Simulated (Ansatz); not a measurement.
`C[CH2][AlH][CH2]N` + HBr → `C[CH2][AlH][Br]` + CH₃NH₂  (ligand exchange at the Al–C bond)

Isolated molecules relaxed with PBE0-D4/def2-TZVP in Ansatz; ΔE leaves out vibrations. CBS: MP2 limit from def2 TZ/QZ plus the TZ coupled-cluster correction, frozen cores. Functionals use def2-TZVPP. For Br outer-core shells are correlated without core-valence functions, which leaves a few kJ/mol of doubt a bond. Scalar relativity is left out up to krypton. One conformer a species, not always the lowest.

```
         level  ΔE (kJ/mol)
     revPBE-D4       -182.7
        r2SCAN       -197.5
  MP2/def2-SVP       -199.1
MP2/def2-TZVPP       -198.2
```

Task: What does CCSD(T)/CBS give? (Estimate.)

Result: Ansatz gave: -195.8 kJ/mol. The listed levels differ from it by 13.1, -1.7, -3.3, -2.4 kJ/mol.

Largest T1 diagnostic among the species: 0.009.

In def2-TZVPP, CCSD(T) changes the Hartree–Fock value by +24.3 kJ/mol (the triples alone add +2.5 kJ/mol) and MP2 by +18.5 kJ/mol. Leaving LDA and LC-ωPBE aside and taking each functional with its dispersion term where it has one, the values, not all of them listed here, spread over 18.1 kJ/mol, from BHLYP-D4 to revPBE-D4. LDA lies +8.5 kJ/mol from PBE without D4.
